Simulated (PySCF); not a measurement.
Identify the compound

The spectra below were simulated for a compound C$_{6}$H$_{9}$NSi.

1H NMR (500 MHz, computed): δ 7.15 (m, 1H), 6.64 (d, 1H), 5.78 (m, 1H), 5.73 (m, 1H), 4.60 (s, 2H), 2.25 (s, 3H).

13C{1H} NMR (computed): δ 151.7, 138.5, 136.8, 130.7, 123.6, 18.7.

Level of theory: coordinates at the GFN2-xTB level, σ from GIAO-PBE0/pcSseg-1, in PySCF 2.14.0 with density-fitted response routines (relativity neglected, isolated molecule, one conformer, fast rotation and ring inversion assumed for equivalent nuclei).

δ = σ(ref) − σ, references computed at the same level: 1H (σ = 31.72 ppm) and 13C (σ = 186.93 ppm) vs TMS.

Which candidate is it?
A. C=C/C=C(\C)[SiH2]C#N
B. [SiH3]Nc1ccccc1
C. C=C1CN(C2=CC2)[SiH2]1

Answers

A. 

- Rings plus π bonds: 4 (no ring in the answer).
- 6 carbon signals for 6 carbons: no two carbons are equivalent.
- Carbon types of the structure: 2 × C, 2 × CH, 1 × CH2, 1 × CH3, leaving 2 H on heteroatoms.
- δC 151.7, 138.5: alkene CH; as expected for a trigonal carbon in a double bond.
- δC 136.8: fully substituted alkene carbon; the olefinic region.
- δC 130.7: terminal =CH2 carbon; as expected for a trigonal carbon in a double bond.
- δC 123.6: nitrile carbon; this is the usual window of a C≡N carbon, which has no attached hydrogen.
- δC 18.7: allylic methyl carbon; aliphatic region, no heteroatom directly attached.

The others: C=C1CN(C2=CC2)[SiH2]1 has carbons computed at 152.9, 132.8, 129.2, 69.2, 64.7, 12.2, with a different DEPT pattern; [SiH3]Nc1ccccc1 would give 4 carbon signals, not 6.

Shifts are as computed. Against solution values, carbons near 30 ppm lie about +3 ppm off and those near 130 ppm about +5 ppm. Of 1211 compounds with measured shifts, 218 miss one by over three times the rms of a fit or turn the order of signals round; such compounds aren't used in these exercises. Multiplicities follow the n + 1 count of equivalent neighbours, as no J values were calculated; m marks all less simple cases, F and P coupling included.
